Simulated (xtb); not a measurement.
xtb input file for C₃H₉Ge, SMILES [CH3][Ge]([CH3])[CH3], multiplicity 2, GFN2-xTB. 

```
$ xtb mol.xyz --gfn 2 --sp --chrg 0 --uhf 1 --json
$ cat mol.xyz
13

Ge     0.00000000    -0.00000000     0.41023772
C     -0.61633147     1.74368822    -0.42982664
C     -1.20191255    -1.40560282    -0.42982664
C      1.81824402    -0.33808539    -0.42982665
H     -0.56156709     1.62681446    -1.50906404
H     -1.63979225     1.97582995    -0.15343824
H      0.01926494     2.57233964    -0.13440682
H     -2.23734394    -1.26948589    -0.13440683
H     -0.89122280    -2.40801672    -0.15343825
H     -1.12807910    -1.29973859    -1.50906405
H      2.21807899    -1.30285374    -0.13440682
H      2.53101506     0.43218677    -0.15343824
H      1.68964619    -0.32707585    -1.50906405
```

It prints:

```
[banner left out]
          |                Calculation Setup                |
           -------------------------------------------------



           -------------------------------------------------
          |                 G F N 2 - x T B                 |
           -------------------------------------------------

        Reference                      10.1021/acs.jctc.8b01176
      * Hamiltonian:
        H0-scaling (s, p, d)           1.850000    2.230000    2.230000
        zeta-weighting                 0.500000
      * Dispersion:
        s8                             2.700000
        a1                             0.520000
        a2                             5.000000
        s9                             5.000000
      * Repulsion:
        kExp                           1.500000    1.000000
        rExp                           1.000000
      * Coulomb:
        alpha                          2.000000
        third order                    shell-resolved
        anisotropic                    true
        a3                             3.000000
        a5                             4.000000
        cn-shift                       1.200000
        cn-exp                         4.000000
        max-rad                        5.000000


          ...................................................
          :                      SETUP                      :
          :.................................................:
          :  # basis functions                  31          :
          :  # atomic orbitals                  30          :
          :  # shells                           18          :
          :  # electrons                        25          :
          :  max. iterations                   250          :
          :  Hamiltonian                  GFN2-xTB          :
          :  restarted?                      false          :
          :  GBSA solvation                  false          :
          :  PC potential                    false          :
          :  electronic temp.          300.0000000     K    :
          :  accuracy                    1.0000000          :
          :  -> integral cutoff          0.2500000E+02      :
          :  -> integral neglect         0.1000000E-07      :
          :  -> SCF convergence          0.1000000E-05 Eh   :
          :  -> wf. convergence          0.1000000E-03 e    :
          :  Broyden damping             0.4000000          :
          :  net charge                          0          :
          :  unpaired electrons                  1          :
          ...................................................

 iter      E             dE          RMSdq      gap      omega  full diag
   1    -12.7730386 -0.127730E+02  0.535E+00    6.13       0.0  T
   2    -12.6542695  0.118769E+00  0.647E+00    6.86       1.0  T
   3    -13.0445882 -0.390319E+00  0.142E+00    6.41       1.0  T
   4    -13.0430459  0.154233E-02  0.707E-01    6.35       1.0  T
   5    -13.0458546 -0.280877E-02  0.118E-01    6.39       1.0  T
   6    -13.0458568 -0.213827E-05  0.650E-02    6.39       1.0  T
   7    -13.0458649 -0.809784E-05  0.110E-02    6.39       2.5  T
   8    -13.0458647  0.129263E-06  0.787E-03    6.39       3.5  T
   9    -13.0458652 -0.441672E-06  0.552E-04    6.39      50.2  T
  10    -13.0458652 -0.253603E-09  0.237E-04    6.39     116.9  T

   *** convergence criteria satisfied after 10 iterations ***

         #    Occupation            Energy/Eh            Energy/eV
      -------------------------------------------------------------
         1        2.0000           -0.6116975             -16.6451
       ...           ...                  ...                  ...
         7        2.0000           -0.4643494             -12.6356
         8        2.0000           -0.4582754             -12.4703
         9        2.0000           -0.4582754             -12.4703
        10        2.0000           -0.4560495             -12.4097
        11        2.0000           -0.3936121             -10.7107
        12        2.0000           -0.3936121             -10.7107
        13        1.0000           -0.3168160              -8.6210 (HOMO)
        14                         -0.0820888              -2.2337 (LUMO)
        15                         -0.0820888              -2.2337
        16                         -0.0133460              -0.3632
        17                          0.0960222               2.6129
        18                          0.1568303               4.2676
       ...                                ...                  ...
        30                          0.8318113              22.6347
      -------------------------------------------------------------
                  HL-Gap            0.2347272 Eh            6.3873 eV
             Fermi-level           -0.2773332 Eh           -7.5466 eV

 SCC (total)                   0 d,  0 h,  0 min,  0.010 sec
 SCC setup                      ...        0 min,  0.000 sec (  1.785%)
 Dispersion                     ...        0 min,  0.000 sec (  0.933%)
 classical contributions        ...        0 min,  0.000 sec (  0.388%)
 integral evaluation            ...        0 min,  0.002 sec ( 16.250%)
 iterations                     ...        0 min,  0.004 sec ( 45.426%)
 molecular gradient             ...        0 min,  0.003 sec ( 32.011%)
 printout                       ...        0 min,  0.000 sec (  2.922%)

         :::::::::::::::::::::::::::::::::::::::::::::::::::::
         ::                     SUMMARY                     ::
         :::::::::::::::::::::::::::::::::::::::::::::::::::::
         :: total energy             -12.875815260081 Eh    ::
         :: gradient norm              0.000108445539 Eh/a0 ::
         :: HOMO-LUMO gap              6.387251829841 eV    ::
         ::.................................................::
         :: SCC energy               -13.045848933802 Eh    ::
         :: -> isotropic ES            0.000658867798 Eh    ::
         :: -> anisotropic ES          0.004225582314 Eh    ::
         :: -> anisotropic XC          0.008028798076 Eh    ::
         :: -> dispersion             -0.006631069545 Eh    ::
         :: repulsion energy           0.170033673721 Eh    ::
         :: add. restraining           0.000000000000 Eh    ::
         :: total charge              -0.000000000000 e     ::
         :::::::::::::::::::::::::::::::::::::::::::::::::::::

           -------------------------------------------------
          |                Property Printout                |
           -------------------------------------------------

    * Orbital Energies and Occupations

         #    Occupation            Energy/Eh            Energy/eV
      -------------------------------------------------------------
         1        2.0000           -0.6116975             -16.6451
         2        2.0000           -0.5666560             -15.4195
         3        2.0000           -0.5666560             -15.4195
         4        2.0000           -0.5483621             -14.9217
         5        2.0000           -0.4688026             -12.7568
         6        2.0000           -0.4643494             -12.6356
         7        2.0000           -0.4643494             -12.6356
         8        2.0000           -0.4582754             -12.4703
         9        2.0000           -0.4582754             -12.4703
        10        2.0000           -0.4560495             -12.4097
        11        2.0000           -0.3936121             -10.7107
        12        2.0000           -0.3936121             -10.7107
        13        1.0000           -0.3168160              -8.6210 (HOMO)
        14                         -0.0820888              -2.2337 (LUMO)
        15                         -0.0820888              -2.2337
        16                         -0.0133460              -0.3632
        17                          0.0960222               2.6129
        18                          0.1568303               4.2676
        19                          0.1568303               4.2676
        20                          0.1835263               4.9940
        21                          0.1918584               5.2207
        22                          0.1918584               5.2207
        23                          0.2068247               5.6280
        24                          0.2068247               5.6280
       ...                                ...                  ...
        30                          0.8318113              22.6347
      -------------------------------------------------------------
                  HL-Gap            0.2347272 Eh            6.3873 eV
             Fermi-level           -0.2773332 Eh           -7.5466 eV

     #   Z          covCN         q      C6AA      α(0)
     1  32 Ge       2.619     0.157   218.615    28.884
     2   6 C        3.648    -0.160    23.985     7.037
     3   6 C        3.648    -0.160    23.985     7.037
     4   6 C        3.648    -0.160    23.985     7.037
     5   1 H        0.925     0.039     2.465     2.455
     6   1 H        0.925     0.035     2.521     2.483
     7   1 H        0.925     0.035     2.522     2.483
     8   1 H        0.925     0.035     2.522     2.483
     9   1 H        0.925     0.035     2.521     2.483
    10   1 H        0.925     0.039     2.465     2.455
    11   1 H        0.925     0.035     2.522     2.483
    12   1 H        0.925     0.035     2.521     2.483
    13   1 H        0.925     0.039     2.465     2.455

 Mol. C6AA /au·bohr⁶  :       1883.057026
 Mol. C8AA /au·bohr⁸  :      71902.605172
 Mol. α(0) /au        :         72.257832


Wiberg/Mayer (AO) data.
largest (>0.10) Wiberg bond orders for each atom

 ---------------------------------------------------------------------------
     #   Z sym  total        # sym  WBO       # sym  WBO       # sym  WBO
 ---------------------------------------------------------------------------
     1  32 Ge   2.924 --     3 C    0.906     4 C    0.906     2 C    0.906
     2   6 C    3.963 --     7 H    0.975     6 H    0.975     5 H    0.963
                             1 Ge   0.906
     3   6 C    3.963 --     8 H    0.975     9 H    0.975    10 H    0.963
                             1 Ge   0.906
     4   6 C    3.963 --    11 H    0.975    12 H    0.975    13 H    0.963
                             1 Ge   0.906
     5   1 H    0.998 --     2 C    0.963
     6   1 H    0.999 --     2 C    0.975
     7   1 H    0.999 --     2 C    0.975
     8   1 H    0.999 --     3 C    0.975
     9   1 H    0.999 --     3 C    0.975
    10   1 H    0.998 --     3 C    0.963
    11   1 H    0.999 --     4 C    0.975
    12   1 H    0.999 --     4 C    0.975
    13   1 H    0.998 --     4 C    0.963
 ---------------------------------------------------------------------------

Topologies differ in total number of bonds
Writing topology from bond orders to xtbtopo.mol

molecular dipole:
                 x           y           z       tot (Debye)
 q only:       -0.000      -0.000       0.124
   full:       -0.000      -0.000      -0.251       0.638
molecular quadrupole (traceless):
                xx          xy          yy          xz          yz          zz
 q only:       -0.304       0.000      -0.304      -0.000       0.000       0.609
  q+dip:        0.163       0.000       0.163       0.000      -0.000      -0.325
   full:        0.040       0.000       0.040       0.000      -0.000      -0.080


           -------------------------------------------------
          | TOTAL ENERGY              -12.875815260081 Eh   |
          | GRADIENT NORM               0.000108445539 Eh/α |
          | HOMO-LUMO GAP               6.387251829841 eV   |
           -------------------------------------------------

------------------------------------------------------------------------
Note: The following floating-point exceptions are signalling: IEEE_UNDERFLOW_FLAG IEEE_DENORMAL
normal termination of xtb
------------------------------------------------------------------------
 total:
 SCF:
```

Self-consistency was reached.
